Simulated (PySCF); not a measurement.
Does the structure fit the spectrum?

A compound C4H9BN2 gives the data below (simulated from a calculation) and was assigned the structure `C=C[C@@H]1CNBN1`.

13C{1H} NMR (computed): δ 149.1 (CH), 89.3 (CH2), 46.8 (CH2), 46.6 (CH2).

1H NMR (300 MHz, computed): δ 6.70 (dd, J = 16.5, 9.8 Hz, 1H), 4.29 (br, 1H), 3.92 (d, J = 9.8 Hz, 1H), 3.79 (d, J = 16.5 Hz, 1H), 3.53 (m, 2H), 3.26 (m, 2H), 2.56 (br s, 1H).

No relativistic terms, one computed conformer, no solvent, averaged over atoms made equivalent by symmetry, fast rotation or ring inversion. Spin–spin couplings from B3LYP/pcJ-1 (spin–dipole term only in couplings to heteroatoms); CAM-B3LYP/pcSseg-1 with gauge-including orbitals; PBE0-D3(BJ)/def2-SVP structure; PySCF.

δ = σ(ref) − σ, references computed at the same level: TMS for 1H (σ = 31.33 ppm), 13C (σ = 182.45 ppm).

Task: Compare with the shifts computed for the proposed structure, pairing carbons in order of shift.

Result: Numbering as in the mapped SMILES `[CH2:1]=[CH:2][C@@H:3]1[CH2:4][NH:5][BH:6][NH:7]1` (H(Xn): hydrogen on atom n).

```json
{"atom": "C2", "computed for proposal": "157.3", "given list": "149.1", "difference": "+8.2"}
{"atom": "C1", "computed for proposal": "122.2", "given list": "89.3", "difference": "+32.9"}
{"atom": "C3", "computed for proposal": "63.2", "given list": "46.8", "difference": "+16.4"}
{"atom": "C4", "computed for proposal": "53.5", "given list": "46.6", "difference": "+6.9"}
```

The rms difference is 19.1 ppm and the largest +32.9 ppm at C1 (terminal =CH2 carbon). The carbon types in order of shift don't match either: CH, CH2, CH, CH2 for the proposal against CH, CH2, CH2, CH2 in the data. The proposal doesn't fit.

Task: Which isomer fits?

Result: `C=CN1BNCC1`.

1. δC 149.1: alkene carbon bearing nitrogen; an sp2 carbon further deshielded by the attached heteroatom.
2. δC 89.3: β carbon of an enol-ether or enamine type C=C; the O or N lone pair pushes π density onto this β carbon and shields it.
3. δC 46.8, 46.6: sp3 CH2 bonded to N; the inductive effect lowers its shielding.
4. δH 6.70: hydrogen on an alkene carbon bearing nitrogen; olefinic region.
5. The protons at 3.79 and 6.70 share a coupling of 16.5 Hz (vicinal, trans across C=C).
6. The protons at 3.92 and 6.70 share a coupling of 9.8 Hz (vicinal, cis across C=C).

Other isomers checked: C=CB1NCCN1 (rms 26.1 ppm).

The data come from this structure; uniqueness wasn't tested.

OH and NH positions are those of a molecule without intermolecular hydrogen bonds; in solution they move with solvent, concentration and temperature, and exchange usually removes their couplings. Hydrogens on boron are broadened and split by 11B (spin 3/2, 80 %) and 10B (spin 3). Splittings below 1 Hz are ignored in the labels, and close J values are merged. Couplings among chemically equivalent protons are left out too, so labels in AA′BB′ or AA′XX′ sets are apparent multiplicities. Unscaled 3J(H,H) at this level run about 10 % above measured values. Shifts are as computed, not scaled to solution data. Of 1211 compounds with measured shifts, 218 miss one by over three times the rms of a fit or turn the order of signals round; such compounds aren't used in these exercises. Couplings to exchangeable protons are dropped. Only one conformer was computed, so three-bond couplings in flexible chains and rings are approximate.
